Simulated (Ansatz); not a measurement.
System: SbBr$_{2}$, charge 0, multiplicity 2. It need not be the lowest isomer of its formula. 
Coordinates optimised at B3LYP-D3(BJ)/def2-TZVP (Ansatz, a program for electronic structure):
```
Sb
Br 1 2.5221
Br 1 2.5221 2 99.99
```
Charge 0, spin multiplicity 2.

Quantity: vertical electron affinity (to the singlet state of charge -1; a negative value means that the extra electron is unbound and the number depends on the basis; each state is the SCF solution reached for its spin), in eV. Valence correlation only, unless marked. UHF or UKS for open shells. No spin-orbit coupling. The frozen core is the preceding noble-gas configuration, with the filled d and f shells of earlier blocks. In def2 rows, elements after Kr have scalar-relativistic effective core potentials. Anions need diffuse functions: def2-D sets add few. CBS marks a two-point X^-3 extrapolation of the correlation energy; Hartree-Fock from the larger set. The bracket is a focal-point correction in the basis named.

| level | program | vertical electron affinity (eV) |
|---|---|---|
| HF/def2-TZVPPD | Ansatz | 1.08 |
| wB97X-V/def2-TZVPD | Ansatz | 1.92 |
| MP2/def2-SVPD | Ansatz | 1.60 |
| RI-MP2/CBS(def2-TZVPPD,def2-QZVPPD) | Ansatz | 1.92 |
| SCS-MP2/def2-TZVPPD | Ansatz | 1.75 |
| CCSD/def2-SVPD | Ansatz | 1.60 |
| CCSD/def2-TZVPPD | Ansatz | 1.75 |
| CCSD(T)/def2-SVPD | Ansatz | 1.60 |
| RI-MP2/CBS(def2-TZVPPD,def2-QZVPPD)+[CCSD(T)-MP2]/def2-SVPD | Ansatz | 1.91 |
| RI-MP2/CBS(def2-TZVPPD,def2-QZVPPD)+[CCSD(T)-MP2]/def2-TZVPPD | Ansatz | 1.94 |
